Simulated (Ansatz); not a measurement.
Reactions of `O=CBCl`.

Program: Ansatz. Geometries: PBE0-D4/def2-TZVP. ΔE: electronic, gas phase. CCSD(T)/CBS adds triple-zeta CCSD(T) − MP2 to the extrapolated MP2 energy (def2 sets, frozen cores). This one scheme is used for every species, atoms too. Functionals use def2-TZVPP. No spin–orbit coupling; open shells (•) take unrestricted orbitals. Spin–orbit coupling would lower the free atoms: a little for B, C, Cl, O. def2 core potentials past Kr. For Br, Ge, Se, Te outer-core shells are correlated without core-valence functions, so the limit isn't a true one: a few kJ/mol of doubt a bond, and 10 to 20 or more in all where bonds break to atoms. Scalar relativity is left out up to krypton. One conformer a species, not always the lowest.

```tsv
reaction	CCSD/CBS(def2) (kcal/mol)	PBE-D4 (kcal/mol)
`O=CBCl` + `[GeH3][SeH]` → `O=C[Se][GeH3]` + `BCl`	-3.4	-7.3
`O=CBCl` → B• + C• + Cl• + 2 H• + O•	543.6	580.1
`O=CBCl` + `OCC(F)(F)F` → `FC(F)(F)COBCl` + `C=O`	-34.6	-32.8
`O=CBCl` + H₂Te → `O=CB[TeH]` + HCl	2.5	1.2
`O=CBCl` + HBr → `O=CBBr` + HCl	1.2	1.8
```

Problem. Give the CCSD(T)/CBS values in the same order. (Best estimate.)

Solution. The calculation gave: -4.7, 555.3, -34.5, 1.7, 1.1 kcal/mol.

Largest T1 diagnostic: 0.017, for `O=CB[TeH]`.
